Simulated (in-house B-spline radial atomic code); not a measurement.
Results of a calculation; reference values are marked as such.
**C6 from the polarisability at imaginary frequency: Ca**

CAM-B3LYP linear response of the closed shell [Ar] 4s2, from a B-spline radial code for spherical atoms; non-relativistic, point nucleus, no spin-orbit coupling; shells from n = 2 respond.

The dispersion coefficient of two like species is C6 = (3/π) ∫ α(iu)² du from 0 to ∞.

```csv
u (hartree),α(iu) (bohr³)
0,156
0.03,145.8
0.07,113.3
0.12,74.9
0.2,40.32
0.3,22.33
0.45,12.2
0.7,6.553
1,4.071
1.5,2.335
2.5,1.077
5,0.3408
```

**Question.** Fit one oscillator, α(iu) = α(0)/(1 + u²/ω²), through u = 0.07 and estimate C6.

**Answer.** From α(0)/α(iu) − 1 = 156.0/113.3 − 1 = 0.3769, ω = u/√0.3769 = 0.1140 hartree (3.1 eV). London's formula gives C6 = (3/4) α(0)² ω = 0.75 × 156.0² × 0.1140 = 2081 hartree·bohr⁶, and the oscillator holds f = α(0) ω² = 2.03 electrons, of a sum of oscillator strengths of 18.6.

**Question.** How does that compare with the full integral?

**Answer.** The program's quadrature over all excitations gives C6 = 2142, so the single oscillator is off by -2.9 %. At the last point the fit gives α = 0.0811 against 0.341: higher excitations, and deeper shells where there are any, keep the true curve higher at large u.
